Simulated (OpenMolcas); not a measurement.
## Ni4+: moving or changing the point charges

Ni4+ among 2 point charges of -3 e arranged as a linear pair (D∞h), 1.89 Å from the ion.

- Program: OpenMolcas
- Method: SS-CASPT2, IPEA 0.25 Eh, imaginary shift 0.1 Eh (closed shells correlated: 3s 3p)
- Basis: ANO-RCC-VDZP [5s4p2d1f]
- Scalar Hamiltonian: DKH2, point nucleus
- Active space: 6 electrons in 5 orbitals (3d)
- State averaging: 2S+1 = 5 even, 5 roots; 2S+1 = 3 even, 45 roots; 2S+1 = 1 even, 50 roots
- Spin-orbit coupling: state interaction with AMFI integrals over the reference wave functions

Runs around this geometry, states (labels by Λ). Energies in cm-1 above the lowest state or level, χT in cm3 K/mol.

```
R (Å)  q (e)  Ground state  First state of that spin  First gap with spin-orbit (degeneracies)  χT at 300 K  First state of another spin
 1.89  -1.95            5Δ                   5Π 7340                                420 (2, 2)        5.127                     3Φ 29700
 1.73     -3            5Δ                  5Π 14460                                420 (2, 2)        5.096                     3Φ 28890
 1.89     -3            5Δ                  5Π 11350                                420 (2, 2)        5.105                     3Φ 29500
  2.1     -3            5Δ                   5Π 8460                                420 (2, 2)        5.119                     3Φ 29830
```

Taking the first state of the same spin as R^-n, n = -ln(8460 / 14460) / ln(2.1 / 1.73) = 2.8 between the shortest and longest distance.

Scaling the charges by -1.95 / -3 = 0.65 scales the first state of the same spin by 7340 / 11350 = 0.65; with fixed orbitals a first-order splitting would follow the charge.

Roots that are degenerate in the reference are averaged as groups; the widest CASPT2 spread within a group is 22 cm-1 (the 2-fold group of multiplicity 1 near 95000 cm-1 above the lowest state of its run, R = 1.73, q = -3). Shifts and gaps below about the spread of the groups concerned are not significant. Point charges give a weaker field than real ligands, and real ions of this kind are often low spin; the high spin found here belongs to the model. Free-ion shares, where given, are those of the reference states; single-state CASPT2 does not remix them. Point charges carry no covalency, so the field is a model and not that of real ligands. No measured value stands beside these numbers.
